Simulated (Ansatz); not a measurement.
Species: sum formula SnOCl (charge -1, singlet). 
Geometry from a B3LYP-D3(BJ)/def2-TZVP (Ansatz, a quantum-chemistry and plane-wave program) optimisation:
```
Sn
O 1 1.8710
Cl 1 2.6259 2 106.36
```
Charge -1, spin multiplicity 1.

Basis-set convergence of Hartree-Fock and MP2 correlation energies (hartree) with Ansatz. Correlated levels leave the core frozen unless marked. No spin-orbit coupling. Frozen are the shells of the preceding noble gas and the d and f shells that filled before the atom's block. In def2 rows, elements after Kr have scalar-relativistic effective core potentials. This anion needs diffuse functions, which these sets lack.

The T1 diagnostic of CCSD in the largest basis is 0.026, which is high, so the coupled-cluster rows are less sure than usual.

| basis | functions | E(HF) | E(corr, MP2) |
|---|---|---|---|
| def2-SVP | 58 | -747.55054 | -0.41410 |
| def2-TZVPP | 123 | -747.83198 | -0.54555 |
| def2-QZVPP | 209 | [?] | [?] |

Task: Fill in the missing entries.

Result: 
- def2-QZVPP, E(HF): -747.85413
- def2-QZVPP, E(corr, MP2): -0.59579
